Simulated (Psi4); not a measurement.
CH4F2OSi, singlet, at a GFN2-xTB geometry; MP2/def2-TZVPPD run with Psi4.

Input for Psi4:
```
memory 2 GB

molecule mol {
0 1
C     1.751348   -0.010039   -0.622427
Si   -0.017049   -0.011850   -0.005908
O    -0.877002   -1.114929   -0.791187
F    -0.731724    1.418387   -0.128203
F    -0.136128   -0.258294    1.574127
H     2.229285   -0.968274   -0.444629
H     2.336570    0.752944   -0.117402
H     1.794888    0.187786   -1.688739
H    -1.803446   -1.267734   -0.615768
}

set {
  basis def2-tzvppd
  reference rhf
  freeze_core true
}

energy('mp2')
print_variables()
```

It wrote (shortened):

```
    SCF Algorithm Type (re)set to DF.

   => Loading Basis Set <=

    Name: DEF2-TZVPPD
    Role: ORBITAL
    Keyword: BASIS

         ---------------------------------------------------------
                                   SCF
               by Justin Turney, Rob Parrish, Andy Simmonett
                          and Daniel G. A. Smith
                              RHF Reference
         ---------------------------------------------------------

  ==> Geometry <==

    Molecular point group: c1
    Full point group: C1

    Geometry (in Angstrom), charge = 0, multiplicity = 1:

       Center              X                  Y                   Z               Mass
    ------------   -----------------  -----------------  -----------------  -----------------
         C            1.806278834646    -0.035031994860    -0.666221902468    12.000000000000
         SI           0.037881834646    -0.036842994860    -0.049702902468    27.976926534650
         O           -0.822071165354    -1.139921994860    -0.834981902468    15.994914619570
         F           -0.676793165354     1.393394005140    -0.171997902468    18.998403162730
         F           -0.081197165354    -0.283286994860     1.530332097532    18.998403162730
         H            2.284215834646    -0.993266994860    -0.488423902468     1.007825032230
         H            2.391500834646     0.727951005140    -0.161196902468     1.007825032230
         H            1.849818834646     0.162793005140    -1.732533902468     1.007825032230
         H           -1.748515165354    -1.292726994860    -0.659562902468     1.007825032230

  Running in c1 symmetry.

  Rotational constants: A =      0.13617  B =      0.12080  C =      0.11622 [cm^-1]
  Rotational constants: A =   4082.25768  B =   3621.44029  C =   3484.19477 [MHz]
  Nuclear repulsion =  262.000417405253415

  Charge       = 0
  Multiplicity = 1
  Electrons    = 50
  Nalpha       = 25
  Nbeta        = 25

  ==> Algorithm <==

  SCF Algorithm Type is DF.
  DIIS enabled.
  MOM disabled.
  Fractional occupation disabled.
  Guess Type is SAD.
  Energy threshold   = 1.00e-08
  Density threshold  = 1.00e-08
  Integral threshold = 1.00e-12

  ==> Primary Basis <==

  Basis Set: DEF2-TZVPPD
    Blend: DEF2-TZVPPD
    Number of shells: 99
    Number of basis functions: 273
    Number of Cartesian functions: 308
    Spherical Harmonics?: true
    Max angular momentum: 3

   => Loading Basis Set <=

    Name: (DEF2-TZVPPD AUX)
    Role: JKFIT
    Keyword: DF_BASIS_SCF

  ==> Integral Setup <==

  SCF_SUBTYPE=INCORE selected. In-core MEM_DF algorithm will be used.
  Using in-core AOs.

  ==> MemDFJK: Density-Fitted J/K Matrices <==

    J tasked:                   Yes
    K tasked:                   Yes
    wK tasked:                   No
    Algorithm:                 Core
    Schwarz Cutoff:           1E-12
    Mask sparsity (%):       3.1746
    Fitting Condition:        1E-10

   => Auxiliary Basis Set <=

  Basis Set: (DEF2-TZVPPD AUX)
    Blend: DEF2-UNIVERSAL-JKFIT
    Number of shells: 162
    Number of basis functions: 506
    Number of Cartesian functions: 603
    Spherical Harmonics?: true
    Max angular momentum: 4

  Minimum eigenvalue in the overlap matrix is 3.2841876742E-05.
  Reciprocal condition number of the overlap matrix is 2.9044957196E-06.
    Using symmetric orthogonalization.

  ==> Pre-Iterations <==

  SCF Guess: Superposition of Atomic Densities via on-the-fly atomic UHF (no occupation information).

   -------------------------
    Irrep   Nso     Nmo
   -------------------------
     A        273     273
   -------------------------
    Total     273     273
   -------------------------

  ==> Iterations <==

                           Total Energy        Delta E     RMS |[F,P]|

   @DF-RHF iter SAD:  -602.05604039888465   -6.02056e+02   0.00000e+00
   @DF-RHF iter   1:  -603.07854883364598   -1.02251e+00   2.44260e-03 ADIIS/DIIS
   @DF-RHF iter   2:  -603.20562407294608   -1.27075e-01   1.39250e-03 ADIIS/DIIS
   @DF-RHF iter   3:  -603.24881672435549   -4.31927e-02   1.59977e-04 ADIIS/DIIS
   @DF-RHF iter   4:  -603.25017826993542   -1.36155e-03   5.39350e-05 DIIS
   @DF-RHF iter   5:  -603.25034891761391   -1.70648e-04   1.28635e-05 DIIS
   @DF-RHF iter   6:  -603.25036003115804   -1.11135e-05   3.19744e-06 DIIS
   @DF-RHF iter   7:  -603.25036064022026   -6.09062e-07   1.09767e-06 DIIS
   @DF-RHF iter   8:  -603.25036068144834   -4.12281e-08   2.62756e-07 DIIS
   @DF-RHF iter   9:  -603.25036068616600   -4.71766e-09   6.10160e-08 DIIS
   @DF-RHF iter  10:  -603.25036068650320   -3.37195e-10   1.41881e-08 DIIS
   @DF-RHF iter  11:  -603.25036068652230   -1.90994e-11   3.11357e-09 DIIS
  Energy and wave function converged.

  ==> Post-Iterations <==

    Orbital Energies [Eh]
    ---------------------

    Doubly Occupied:

[...]
      25A     -0.505513

    Virtual:

[...]
    Final Occupation by Irrep:
              A
    DOCC [    25 ]
    NA   [    25 ]
    NB   [    25 ]

  @DF-RHF Final Energy:  -603.25036068652230

   => Energetics <=

    Nuclear Repulsion Energy =            262.0004174052534154
    One-Electron Energy =               -1359.4932001063446023
    Two-Electron Energy =                 494.2424220145688309
    Total Energy =                       -603.2503606865222991

Computation Completed

Properties will be evaluated at   0.000000,   0.000000,   0.000000 [a0]

Properties computed using the SCF density matrix

 Multipole Moments:

 ------------------------------------------------------------------------------------
     Multipole            Electronic (a.u.)      Nuclear  (a.u.)        Total (a.u.)
 ------------------------------------------------------------------------------------

 L = 1.  Multiply by 2.5417464519 to convert [e a0] to [Debye]
 Dipole X            :         -4.9996603            5.1902400            0.1905797
 Dipole Y            :          1.9833190           -2.3615090           -0.3781900
 Dipole Z            :          3.6997687           -4.1380034           -0.4382348
 Magnitude           :                                                    0.6094243

 ------------------------------------------------------------------------------------

  //>>>>>>>>>>>>>>>>>>>>>>>>>>>>>>>>>>>//
  //               DFMP2               //
  //<<<<<<<<<<<<<<<<<<<<<<<<<<<<<<<<<<<//

   => Loading Basis Set <=

    Name: (DEF2-TZVPPD AUX)
    Role: RIFIT
    Keyword: DF_BASIS_MP2

	 --------------------------------------------------------
	                          DF-MP2
	      2nd-Order Density-Fitted Moller-Plesset Theory

	        Rob Parrish, Justin Turney, Andy Simmonett,
	           Ed Hohenstein, and C. David Sherrill
	 --------------------------------------------------------

   => Auxiliary Basis Set <=

  Basis Set: (DEF2-TZVPPD AUX)
    Blend: DEF2-TZVPPD-RI
    Number of shells: 193
    Number of basis functions: 663
    Number of Cartesian functions: 817
    Spherical Harmonics?: true
    Max angular momentum: 4

	 --------------------------------------------------------
	                 NBF =   273, NAUX =   663
	 --------------------------------------------------------
	   CLASS    FOCC     OCC    AOCC    AVIR     VIR    FVIR
	   PAIRS       9      25      16     248     248       0
	 --------------------------------------------------------

	-----------------------------------------------------------
	 ==================> DF-MP2 Energies <====================
	-----------------------------------------------------------
	 Reference Energy          =    -603.2503606865222991 [Eh]
	 Singles Energy            =      -0.0000000000000000 [Eh]
	 Same-Spin Energy          =      -0.2607263936768480 [Eh]
	 Opposite-Spin Energy      =      -0.7752082171208282 [Eh]
	 Correlation Energy        =      -1.0359346107976761 [Eh]
	 Total Energy              =    -604.2862952973199526 [Eh]
	-----------------------------------------------------------
	 ================> DF-SCS-MP2 Energies <==================
	-----------------------------------------------------------
	 SCS Same-Spin Scale       =       0.3333333333333333 [-]
	 SCS Opposite-Spin Scale   =       1.2000000000000000 [-]
	 SCS Same-Spin Energy      =      -0.0869087978922827 [Eh]
	 SCS Opposite-Spin Energy  =      -0.9302498605449938 [Eh]
	 SCS Correlation Energy    =      -1.0171586584372765 [Eh]
	 SCS Total Energy          =    -604.2675193449596236 [Eh]
	-----------------------------------------------------------

  Variable Map:
  ----------------------------------------------------------------------------
[...]
  Array Variable Map:
  ----------------------------------------------------------------------------
[...]
[...]
```
